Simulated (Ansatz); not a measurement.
Consider the formal exchange of groups at a C–Si bond: `C[SiH2]O[SiH3]` + `[F][AlH][GeH3]` → `[CH3][Al]([F])[GeH3]` + disiloxane.

Program: Ansatz. Geometries: PBE0-D4/def2-TZVP. ΔE: electronic, gas phase. CCSD(T)/CBS adds triple-zeta CCSD(T) − MP2 to the extrapolated MP2 energy (def2 sets, frozen cores). This one scheme is used for every species. For Ge outer-core shells are correlated without core-valence functions, which leaves a few kJ/mol of doubt a bond. Scalar relativity is left out up to krypton. One conformer a species, not always the lowest.

`C[SiH2]O[SiH3]`:

Cartesian coordinates in Å:
```
C -0.319 -2.123 0.452
Si 0.292 -0.405 0.797
O -0.089 0.563 -0.471
Si -0.011 2.071 -1.089
H -1.403 -2.130 0.316
H -0.076 -2.787 1.286
H 0.144 -2.526 -0.452
H 1.770 -0.400 0.986
H -0.338 0.140 2.032
H -0.675 2.065 -2.416
H 1.406 2.494 -1.248
H -0.703 3.036 -0.194
```

`[F][AlH][GeH3]`:

Cartesian coordinates in Å:
```
F 0.257 -1.504 -2.103
Al -0.473 -1.152 -0.663
Ge 0.314 0.865 0.523
H -1.593 -2.160 -0.183
H 1.435 0.505 1.517
H 0.875 1.931 -0.434
H -0.816 1.514 1.344
```

`[CH3][Al]([F])[GeH3]`:

Z-matrix (Å, degrees):
```
C
Al 1 1.940
H 1 1.095 2 110.6
H 1 1.095 2 110.5 3 -118.0
H 1 1.092 2 112.5 3 121.1
F 2 1.656 1 117.4 3 57.4
Ge 2 2.472 1 127.9 3 -122.7
H 7 1.541 2 112.3 1 -0.2
H 7 1.541 2 111.7 1 120.0
H 7 1.541 2 111.8 1 -120.5
```

`[SiH3]O[SiH3]`:

Cartesian coordinates in Å:
```
Si -0.852 1.000 -0.859
O 0.400 0.268 -0.107
Si 0.913 -0.959 0.843
H -1.479 0.070 -1.835
H -0.333 2.192 -1.570
H -1.875 1.418 0.136
H 2.376 -0.814 1.038
H 0.624 -2.265 0.194
H 0.226 -0.910 2.160
```

```tsv
level	ΔE (kJ/mol)
SCS-MP2/def2-TZVPP	-0.6
HF/def2-QZVPP	2.8
```

**Question.** What does CCSD(T)/CBS give? (Best estimate.)

**Answer.** Computed: -0.3 kJ/mol. The listed levels differ from it by -0.3, 3.1 kJ/mol.

Largest T1 diagnostic among the species: 0.013.

From BLYP to BHLYP (50 % exact exchange), in def2-TZVPP and without D4, ΔE moves by +3.6 kJ/mol. Leaving LDA and LC-ωPBE aside and taking each functional with its dispersion term where it has one, the values, not all of them listed here, spread over 11.7 kJ/mol, from B2PLYP to B97M-V.
